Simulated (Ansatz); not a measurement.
Conformers of `[OH][GeH2][SiH](O)F`, each relaxed with PBE0-D4/def2-TZVP in Ansatz. CBS adds the triple-zeta coupled-cluster correction to the MP2 limit.

Outer-core shells of Ge are correlated without core-valence functions. Scalar relativity is left out up to krypton. Spin–orbit coupling is left out.

Not all of them had a frequency check.

Conformer A:

```xyz
10

O    -1.142   -1.160   -1.454
Ge   -0.505   -1.105    0.219
Si    0.333    1.116    0.410
O     1.779    1.148   -0.348
F     0.514    1.449    1.967
H    -1.494   -2.021   -1.687
H     0.582   -2.187    0.397
H    -1.654   -1.399    1.209
H    -0.573    2.164   -0.125
H     2.159    1.995   -0.588
```

Conformer B:

Cartesian coordinates in Å:
```
O 1.944 1.063 -0.331
Ge 1.212 -0.569 -0.382
Si -0.987 -0.352 0.523
O -1.505 1.073 -0.100
F -1.925 -1.555 0.037
H 1.321 1.731 -0.628
H 1.178 -1.086 -1.837
H 2.157 -1.441 0.456
H -1.096 -0.343 2.006
H -2.298 1.479 0.255
```

Conformer C:

```xyz
10

O     0.806   -2.004    0.389
Ge    0.290   -0.987   -0.987
Si   -0.439    1.071   -0.012
O    -0.083    0.820    1.570
F    -2.013    1.287   -0.202
H     0.736   -1.513    1.213
H    -0.819   -1.741   -1.740
H     1.500   -0.800   -1.923
H     0.186    2.326   -0.504
H    -0.163    1.542    2.196
```

Question: Which is lowest in electronic energy at CCSD(T)/CBS (frozen core, def2 sets), and by how much? (Best estimate.)

Answer: The calculation gave: B; A lies 1.0 kJ/mol higher, C lies 0.6 kJ/mol higher. Gaps under about 2 kJ/mol don't settle the order.

Question: Give the energies relative to B (kJ/mol) with PBE-D4/def2-TZVPP, B3LYP-D4/def2-TZVPP, ωB97M-V/def2-TZVPP, r2SCAN/def2-TZVPP, B3LYP/def2-TZVPP, SCS-MP2/def2-TZVPP, MP2/def2-QZVPP. (An estimate is asked.)

Answer: Ansatz gave: 
```csv
level,A,C
PBE-D4/def2-TZVPP,2.8,0.6
B3LYP-D4/def2-TZVPP,1.3,1.0
ωB97M-V/def2-TZVPP,1.4,0.5
r2SCAN/def2-TZVPP,2.4,0.6
B3LYP/def2-TZVPP,0.7,1.5
SCS-MP2/def2-TZVPP,0.8,1.7
MP2/def2-QZVPP,1.1,0.9
```

B3LYP here is the variant with VWN-RPA as its local correlation; programs differ in this.
